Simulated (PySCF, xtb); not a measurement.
CH7Cl2NSi2, SMILES [SiH](NC[SiH3])(Cl)Cl.

GFN2-xTB run with xtb at its own geometry gives an orbital gap of 4.89 eV and a dipole moment of 3.33 D.

Geometry optimised at B3LYP-D3(BJ)/def2-SVP. This is a generated structure with no PubChem entry under its InChIKey; it may be hypothetical. The values are those of a single conformer.

What does PySCF with PBE/def2-TZVP give? (An estimate is asked for; the answer gives what the named calculation found.)

gap 5.23 eV (levels -6.08 and -0.85 eV), dipole 1.83 D.
